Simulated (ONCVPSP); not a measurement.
## u(r) = r·R(r): atom against pseudo-atom (titanium (Ti))

Columns: radius, all-electron u(r) and pseudo u(r) of the 3s shell (level -62.63 eV) of titanium in the configuration [Ne] 3s2 3p6 3d2 4s2; PBE, scalar-relativistic, ONCV scheme, ONCVPSP 4.0.1.

```
r (bohr)  all-electron  pseudo
   0.085        0.0504  0.1497
   0.170       -0.4923  0.2967
   0.255       -0.5494  0.4382
   0.340       -0.2732  0.5711
   0.425        0.1145  0.6917
   0.510        0.4799  0.7969
   0.595        0.7667  0.8831
   0.680        0.9616  0.9479
   0.765        1.0709  0.9891
   0.850        1.1111  1.0062
   0.935        1.0995  0.9996
   1.020        1.0523  0.9714
   1.105        0.9826  0.9248
   1.190        0.9006  0.8640
   1.275        0.8135  0.7933
   1.360        0.7265  0.7171
   1.445        0.6428  0.6395
   1.530        0.5645  0.5637
   1.615        0.4927  0.4926
   1.700        0.4278  0.4278
   1.785        0.3698  0.3698
   1.870        0.3186  0.3185
   1.955        0.2736  0.2735
   2.040        0.2343  0.2343
   2.125        0.2002  0.2002
   2.210        0.1707  0.1707
```

(1) How many radial nodes do the two functions have?

(2) At about which radius was the pseudo-wave matched?

(3) Is the pseudo-wave norm-conserving?

Answers

(1) The all-electron 3s function has n − l − 1 = 2; the pseudo-wave has 0, since the states of the same l below it are removed with the core.

(2) 1.70 bohr, where the columns begin to agree (steps of 0.09 bohr).

(3) Yes: the ONCV scheme keeps the norm inside the radius equal to the all-electron one, which fixes the energy derivative of the logarithmic derivative at the level.
